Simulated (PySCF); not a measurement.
# How methods differ on the ionisation energy of Al²⁺

Al²⁺ [Ne] 3s1 (2S) → Al³⁺ [Ne] (1S), as a difference of total energies. Calculation: PySCF 2.14, in Sapporo-DZP-2012 (5s4p2d, 27 functions); scalar relativity by spin-free X2C-1e. The calculations carry no spin-orbit coupling.

```csv
method,ionisation energy (eV),error (eV)
UHF,28.073,-0.375
BP86,28.664,+0.216
MN15,28.010,-0.438
```

Reference: 28.448 eV (measured; NIST Atomic Spectra Database, ionization energies).
